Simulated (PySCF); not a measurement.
## Computed structure and properties of [Tl(NH2)2]−

System: [Tl(NH2)2]− (singlet; a saddle point, relaxed within its symmetry); start: template (D2d). Method: PySCF 2.14.0, RKS PBE0, Tl def2-SVP with ECP60, N def2-SVP, H def2-SVP; non-relativistic Hamiltonian with scalar-relativistic core potentials where named; density fitting; no spin-orbit coupling.

Input of the relaxation:

```python
mol = gto.M(atom='''
Tl     0.00000    -0.00000     0.00000
N     -0.00000     0.00000     2.37600
H      0.58690     0.58690     2.96600
H     -0.58690    -0.58690     2.96600
N      0.00000    -0.00000    -2.37600
H      0.58690    -0.58690    -2.96600
H     -0.58690     0.58690    -2.96600''',
    basis={'Tl': 'def2-SVP', 'N': 'def2-SVP', 'H': 'def2-SVP'},
    ecp={'Tl': 'def2-SVP'},
    charge=-1, spin=0)
mf = dft.RKS(mol, xc='PBE0')
mf.grids.atom_grid = (50, 194)
mf = mf.density_fit()  # fitting sets: Tl def2-universal-JKFIT, N def2-universal-JKFIT, H def2-universal-JKFIT
mf.conv_tol = 1e-08; mf.max_cycle = 55
mf.kernel(dm0)  # dm0: converged density of the start geometry
# quasi-Newton relaxation in Cartesian coordinates to a largest gradient under 0.00045 Eh/bohr, steps kept in the point group
```

Run from Python with OMP_NUM_THREADS=2; the lines above give its settings. Where DIIS fails, smearing, a level shift and second-order steps follow.
It took 8.2 s on 2 threads of Intel(R) Xeon(R) 6975P-C (Granite Rapids), on a shared host, from the converged density of the start.

Course of the relaxation:

```tsv
step	energy above end (eV)	largest force component within the symmetry (eV/Å)
0	0.2058	0.640
1	0.0708	0.269
2	0.0062	0.209
3	0.0006	0.105
4	0.0000	0.018
5	0.0000	0.001
```

Relaxed geometry (D2d):

```xyz
7

Tl    0.0000    0.0000    0.0000
N     0.0000    0.0000    2.5223
H     0.5684    0.5684    3.1697
H    -0.5684   -0.5684    3.1697
N     0.0000    0.0000   -2.5223
H     0.5684   -0.5684   -3.1697
H    -0.5684    0.5684   -3.1697
```

```
     contact      Å
Tl1–N2 (NH2)  2.522
Tl1–N5 (NH2)  2.522
```

On the finer grid (75, 302):

The HOMO is 0.08 eV and the LUMO is 3.80 eV. The dipole about the centre of mass is 0.00 D, the set of Mulliken populations of Tl1 outside the core potential is s 3.99, p 6.84, d 10.12 and the D3(BJ) dispersion energy (not in the energies) is -0.090 eV.

```tsv
atom	Mulliken (e)	Löwdin (e)	spin (e)
Tl1	0.05	-0.08	0.00
N2	-0.53	-0.43	0.00
H3	0.00	-0.02	0.00
H4	0.00	-0.02	0.00
N5	-0.53	-0.43	0.00
H6	0.00	-0.02	0.00
H7	0.00	-0.02	0.00
```

The highest filled level lies above zero, as often for anions with such functionals and bases; it isn't the detachment energy.

On the grid (50, 194), as all that follows. Harmonic modes: 2 unstable, so a saddle point once the symmetry is let go (counted below −25 cm⁻¹); lowest -233 cm⁻¹ (negative: unstable), highest 3448 cm⁻¹, zero-point energy 1.118 eV.

Taking off one NH2 (charge -1, singlet; the rest: singlet) in vacuum, both parts rigid, costs 2.11 eV; the small basis without counterpoise inflates it.

Rigid scan of NH2 along the line from its metal:

(distance to N2 (Å), energy (eV)): (2.22, 0.260), (2.32, 0.100), (2.42, 0.022), (2.52, 0.000), (2.62, 0.017), (2.72, 0.058), (2.92, 0.182), (3.22, 0.399), (3.62, 0.664), (4.12, 0.914)

One start shape was tried, so this needn't be the lowest isomer.
